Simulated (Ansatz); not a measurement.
Total energies of VSeF3 from Ansatz at PBE-D4/def2-TZVP, gas phase (1 Eh = 27.2114 eV = 2625.5 kJ/mol). The reference geometry is relaxed at r2SCAN-D4/def2-SVP.

```tsv
state	geometry	energy (Eh)
charge 0 singlet	reference	-3644.60917
charge 1 doublet	reference	-3644.22665
charge 1 doublet	relaxed at r2SCAN-D4/def2-SVP	-3644.23533
```

Q: Work out the vertical ionisation energy to the doublet.

A: E(charge 1 doublet) − E(charge 0 singlet) = -3644.22665 − (-3644.60917) = 0.38252 Eh = 10.41 eV. For comparison, −ε of the highest occupied level is 7.19 eV at this level, 3.22 eV less.

Q: How much does the charge 1 doublet relax, and what is the adiabatic ionisation energy?

A: Relaxation: -3644.22665 − (-3644.23533) = 0.00868 Eh = 0.24 eV. Adiabatic ionisation energy: 0.37384 Eh = 10.17 eV, without zero-point energy. 

The restricted singlet is unstable towards broken spin symmetry in Hartree–Fock (as tested in another run); at PBE-D4/def2-TZVP this wasn't settled.
